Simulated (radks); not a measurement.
Tb II, 64 electrons, occupied as [Xe] 4f9 6s1. Calculated with a radial shooting solver on a logarithmic mesh with Libxc functionals: scalar-relativistic Kohn-Sham, PBE, spin-unpolarised, spherical densities, point nucleus.

Radial electron density D(r) = 4 pi r^2 rho(r):

r (bohr)  D(r) (e/bohr)
0.004184          36.08
0.00487           43.10
0.00567           50.75
0.006601          58.77
0.007684          66.75
0.009018          74.53
0.0105            80.67
0.01222           84.96
0.01423           86.91
0.01656           86.36
0.01928           83.75
0.02245           80.16
0.02634           77.23
0.03067           77.28
0.0357            81.60
0.04156           90.28
0.04838           101.4
0.05633           111.3
0.0661            115.8
0.07695           111.9
0.08958           101.9
0.1043            91.29
0.1214            86.85
0.1413            91.13
0.1659            99.83
0.1931            102.0
0.2248            91.45
0.2617            71.05
0.3047            51.88
0.3547            43.80
0.4162            47.12
0.4845            52.10
0.5641            50.27
0.6567            40.91
0.7645            29.24
0.89              20.22
1.036             15.07
1.216             12.07
1.415             9.615
1.648             6.932
1.918             4.387
2.233             2.471
2.6               1.322
3.051            0.7317
3.552            0.4714
4.135            0.3130
4.814            0.1878
5.604           0.09398
6.524           0.03738
7.656           0.01048
8.912          0.002241
10.38         0.0003319

D(r) has 4 maxima, at r = 0.0148, 0.0661, 0.186, 0.508 bohr, and minima at 0.0285, 0.121, 0.363 bohr, inside which lie 1.94, 11.15, 29.44 electrons.
